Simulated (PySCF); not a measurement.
1-bromo-1-chlorocyclopropane (C₃H₄BrCl), SMILES ClC1(Br)CC1. Heavy atoms are numbered as in [Cl:1][C:2]1([Br:3])[CH2:4][CH2:5]1. Hydrogens are named by the atom that carries them.

Geometry optimised at PBE-D3(BJ)/def2-SVP.

These are PBE/pcSseg-1 (PySCF) values and carry that method's errors.

GIAO shieldings, no solvent; atoms alike by connectivity are averaged. δ = σ(ref) − σ: ³⁵Cl against HCl (σ = 936.5 ppm); ¹³C against TMS (σ = 182.0 ppm); ¹H against TMS (σ = 31.49 ppm), references at their B3LYP-D3(BJ)/def2-TZVP geometries, non-relativistic (without spin–orbit terms, shifts of atoms bonded to Cl or Br come out too high).

```tsv
nucleus	atoms	count	δ (ppm)
³⁵Cl	Cl1	1	340.6
¹³C	C2	1	84.2
¹³C	C4 (CH2)	2	31.2
¹H	H on C4	4	1.99
```
